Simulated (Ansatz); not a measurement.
A nudged elastic band was laid between two geometries of CH$_{2}$ClNSi (6 atoms, charge 0, multiplicity 1).

The calculation used Ansatz, RHF/def2-SVP.

| Item | Value |
| --- | --- |
| movable images | 1 |
| climbing image | yes |
| spring | 5.0 eV/Å² |
| optimiser | quadratic models (default) |
| start path | through a guess of the saddle point |
| force threshold | 0.05 eV/Å |
| iteration limit | 60 |
| end points | relaxed |

Initial state:

```xyz
6
Properties=species:S:1:pos:R:3
Cl -0.398 -2.059 -1.208
Si 0.062 -0.140 -0.648
C 0.171 0.365 1.033
N -0.947 0.687 0.518
H 0.637 0.557 -1.792
H 0.517 0.526 2.052
```

Final state:

```xyz
6
Properties=species:S:1:pos:R:3
Cl -0.613 -1.972 -1.178
Si 0.254 -0.193 -0.623
C 1.062 0.064 1.043
N -0.183 0.461 0.893
H 0.297 0.700 -1.777
H -0.775 0.877 1.596
```

Which bonds break or form, and what moves?

Bonds broken: C3–H6. Bonds formed: N4–H6.

Give the energies along the band, and the barrier.

The run converged. The highest image is number 1 of 0 to 2, 3.81 eV above the first end and 2.69 eV above the last; the last end lies 1.12 eV above the first. Neighbouring images differ by up to 3.8 eV, so the band resolves the path poorly. Another band between the same ends (5 images) ends at a top of the same energy, where a vibrational analysis finds 1 clearly imaginary mode. So few images can step over the top or miss a turn of the path. The orbitals stay closed-shell, which can raise the energy where a bond breaks towards radicals; this wasn't checked here.

```
image  path coordinate (Å)  energy (eV)  C3–H6 (Å)  N4–H6 (Å)
    0                 0.00         0.00       1.09       2.13
    1                 1.08         3.81       1.23       1.20
    2                 2.12         1.12       2.08       1.01
```

What is the geometry of the highest image?


```xyz
6
Properties=species:S:1:pos:R:3
Cl -0.569 -2.017 -1.098
Si 0.141 -0.158 -0.624
C 0.736 0.344 1.004
N -0.538 0.748 0.686
H 0.484 0.617 -1.803
H -0.212 0.401 1.789
```

The band took 14 iterations and roughly 14 core-seconds.

Run time: 14 s on 1 thread of Arm Neoverse V2 (shared host), peak memory 0.13 GiB.
